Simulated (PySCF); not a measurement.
# Fractional electron number in Ge²⁺ (germanium, charge +2)

The 4s beta orbital of [Ar] 3d10 4s2 is emptied in steps (occupation f), with all orbitals relaxed, ending at [Ar] 3d10 4s1. All numbers are calculated (PySCF 2.14, scalar relativity by spin-free X2C-1e, in x2c-TZVPall (6s5p4d1f, 48 functions)). The exact energy is a straight line in f; departures are measured from the line between the end points of the same method.

```tsv
f	UHF (eV)	LDA (eV)	PBE (eV)	PBE0 (eV)	r2SCAN (eV)	LC-wPBE (eV)	BHandHLYP (eV)	wB97X (eV)	BLYP (eV)	CAM-B3LYP (eV)
1	0.000	0.000	0.000	0.000	0.000	0.000	0.000	0.000	0.000	0.000
0.8	0.040	-0.831	-0.829	-0.604	-0.713	-0.127	-0.419	-0.205	-0.848	-0.404
0.6	0.059	-1.245	-1.247	-0.907	-1.058	-0.190	-0.633	-0.290	-1.276	-0.610
0.4	0.057	-1.242	-1.251	-0.909	-1.048	-0.199	-0.641	-0.259	-1.282	-0.616
0.2	0.037	-0.825	-0.836	-0.606	-0.695	-0.142	-0.436	-0.136	-0.860	-0.417
0	0.000	0.000	0.000	0.000	0.000	0.000	0.000	0.000	0.000	0.000
```

```json
{"method": "UHF", "E(f=0) − E(f=1) (eV)": "32.176", "−ε at f=1 (eV)": "32.434", "−ε at f=0.4 (eV)": "32.121"}
{"method": "LDA", "E(f=0) − E(f=1) (eV)": "34.793", "−ε at f=1 (eV)": "29.598", "−ε at f=0.4 (eV)": "35.847"}
{"method": "PBE", "E(f=0) − E(f=1) (eV)": "34.388", "−ε at f=1 (eV)": "29.222", "−ε at f=0.4 (eV)": "35.411"}
{"method": "PBE0", "E(f=0) − E(f=1) (eV)": "34.021", "−ε at f=1 (eV)": "30.251", "−ε at f=0.4 (eV)": "34.772"}
{"method": "r2SCAN", "E(f=0) − E(f=1) (eV)": "34.017", "−ε at f=1 (eV)": "29.514", "−ε at f=0.4 (eV)": "34.942"}
{"method": "LC-wPBE", "E(f=0) − E(f=1) (eV)": "34.032", "−ε at f=1 (eV)": "33.230", "−ε at f=0.4 (eV)": "34.136"}
{"method": "BHandHLYP", "E(f=0) − E(f=1) (eV)": "33.936", "−ε at f=1 (eV)": "31.338", "−ε at f=0.4 (eV)": "34.421"}
{"method": "wB97X", "E(f=0) − E(f=1) (eV)": "34.244", "−ε at f=1 (eV)": "32.920", "−ε at f=0.4 (eV)": "34.658"}
{"method": "BLYP", "E(f=0) − E(f=1) (eV)": "34.579", "−ε at f=1 (eV)": "29.299", "−ε at f=0.4 (eV)": "35.613"}
{"method": "CAM-B3LYP", "E(f=0) − E(f=1) (eV)": "34.436", "−ε at f=1 (eV)": "31.927", "−ε at f=0.4 (eV)": "34.911"}
```

Orbital energy along the path (eV):

```json
{"f": "1", "UHF": "-32.434", "LDA": "-29.598", "PBE": "-29.222", "PBE0": "-30.251", "r2SCAN": "-29.514", "LC-wPBE": "-33.230", "BHandHLYP": "-31.338", "wB97X": "-32.920", "BLYP": "-29.299", "CAM-B3LYP": "-31.927"}
{"f": "0.8", "UHF": "-32.322", "LDA": "-31.680", "PBE": "-31.267", "PBE0": "-31.752", "r2SCAN": "-31.385", "LC-wPBE": "-33.560", "BHandHLYP": "-32.351", "wB97X": "-33.520", "BLYP": "-31.387", "CAM-B3LYP": "-32.910"}
{"f": "0.6", "UHF": "-32.218", "LDA": "-33.767", "PBE": "-33.329", "PBE0": "-33.257", "r2SCAN": "-33.183", "LC-wPBE": "-33.851", "BHandHLYP": "-33.375", "wB97X": "-34.118", "BLYP": "-33.490", "CAM-B3LYP": "-33.902"}
{"f": "0.4", "UHF": "-32.121", "LDA": "-35.847", "PBE": "-35.411", "PBE0": "-34.772", "r2SCAN": "-34.942", "LC-wPBE": "-34.136", "BHandHLYP": "-34.421", "wB97X": "-34.658", "BLYP": "-35.613", "CAM-B3LYP": "-34.911"}
{"f": "0.2", "UHF": "-32.032", "LDA": "-37.903", "PBE": "-37.522", "PBE0": "-36.301", "r2SCAN": "-36.643", "LC-wPBE": "-34.516", "BHandHLYP": "-35.519", "wB97X": "-35.022", "BLYP": "-37.771", "CAM-B3LYP": "-35.959"}
{"f": "0", "UHF": "-31.948", "LDA": "-39.920", "PBE": "-39.556", "PBE0": "-37.739", "r2SCAN": "-38.288", "LC-wPBE": "-34.964", "BHandHLYP": "-36.740", "wB97X": "-34.278", "BLYP": "-39.998", "CAM-B3LYP": "-37.115"}
```

As f goes to zero the orbital energy of a semilocal functional can turn back, because the density of that orbital vanishes from the exchange-correlation potential.

Reference removal energy between the ground levels: 34.058 eV (measured; NIST Atomic Spectra Database, ionization energies). UHF lacks correlation.
